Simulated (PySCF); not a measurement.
# Partial charges of `CNc1cccnc1`

Compound: C6H8N2.
Cartesian coordinates in Å at the GFN2-xTB level; atoms count from 1:
```xyz
16
C6H8N2 angstrom
C      2.3872    0.6646    0.1623
N      1.4351    0.0238   -0.7099
C      0.1210   -0.1598   -0.3617
C     -0.5017    0.5170    0.6908
C     -1.8491    0.3039    0.9218
C     -2.5411   -0.5792    0.1086
N     -1.9646   -1.2282   -0.8920
C     -0.6865   -1.0249   -1.1174
H      2.5048    0.1397    1.1191
H      3.3521    0.6992   -0.3387
H      2.0720    1.6893    0.3637
H      1.8111   -0.6880   -1.3172
H      0.0548    1.1954    1.3192
H     -2.3513    0.8157    1.7292
H     -3.5924   -0.7830    0.2576
H     -0.2590   -1.5766   -1.9468
```

Density: PBE0/pcSseg-1 (PySCF); schemes: Mulliken, IAO, Hirshfeld and ESP-fitted. The structure is a single GFN2-xTB conformer in the gas phase; no vibrational or solvent corrections.

Problem. Tabulate the Mulliken, IAO, Hirshfeld and ESP-fitted charges.

Solution. In e; atoms taken as equivalent share a row and are averaged (×n: the atom named and its like, n in all):

```csv
atom,environment,Mulliken,IAO,Hirshfeld,ESP-fitted
C1,N-methyl carbon,-0.091,-0.307,-0.060,-0.089
N2,aniline-type nitrogen,-0.542,-0.335,-0.121,-0.527
C3,aromatic carbon bearing nitrogen,+0.050,+0.088,+0.044,-0.012
C4,aromatic CH carbon,-0.051,-0.193,-0.067,+0.197
C5,aromatic CH carbon,-0.157,-0.170,-0.056,-0.640
C6,aromatic CH next to a ring nitrogen,+0.125,-0.054,-0.013,+0.430
N7,pyridine-type nitrogen,-0.407,-0.266,-0.165,-0.620
C8,aromatic CH next to a ring nitrogen,+0.164,-0.059,-0.013,+0.259
H9/H10/H11,methyl hydrogen,+0.120,+0.145,+0.047,+0.084
H12,N–H hydrogen,+0.184,+0.263,+0.129,+0.344
H13,aromatic hydrogen,+0.093,+0.149,+0.045,+0.082
H14,aromatic hydrogen,+0.090,+0.157,+0.053,+0.233
H15,aromatic hydrogen,+0.095,+0.150,+0.043,+0.035
H16,aromatic hydrogen,+0.091,+0.141,+0.041,+0.055
```

Mean size of the charges over all atoms: ESP-fitted 0.236 e, IAO 0.173 e, Mulliken 0.156 e, Hirshfeld 0.062 e. Each set sums to the total charge, 0, to within 0.001 e. The IAO scheme counts the electrons in orthogonalised intrinsic atomic orbitals, a minimal basis polarised so that it spans the occupied orbitals exactly. The ESP scheme is a least-squares fit of atom-centred charges to the potential on four shells outside the van der Waals surface, with the total charge fixed.

Some averages cover members that differ in this geometry: H9/H10/H11, ESP-fitted +0.064 to +0.102; H9/H10/H11, IAO +0.129 to +0.158 e.

Lowest charge. The schemes don't all agree: Mulliken N2 (-0.542); IAO N2 (-0.335); Hirshfeld N7 (-0.165); ESP-fitted C5 (-0.640).

Highest charge. The schemes don't all agree: Mulliken H12 (+0.184); IAO H12 (+0.263); Hirshfeld H12 (+0.129); ESP-fitted C6 (+0.430).

Problem. Sum the charges by element.

Solution. 
```json
{"element": "C", "atoms": "6", "Mulliken": "+0.039", "IAO": "-0.694", "Hirshfeld": "-0.165", "ESP-fitted": "+0.146"}
{"element": "N", "atoms": "2", "Mulliken": "-0.949", "IAO": "-0.600", "Hirshfeld": "-0.287", "ESP-fitted": "-1.147"}
{"element": "H", "atoms": "8", "Mulliken": "+0.911", "IAO": "+1.294", "Hirshfeld": "+0.452", "ESP-fitted": "+1.001"}
```

Problem. How many electrons does the Mulliken scheme count on N2?

Solution. Z − q = 7 − (-0.542) = 7.542.
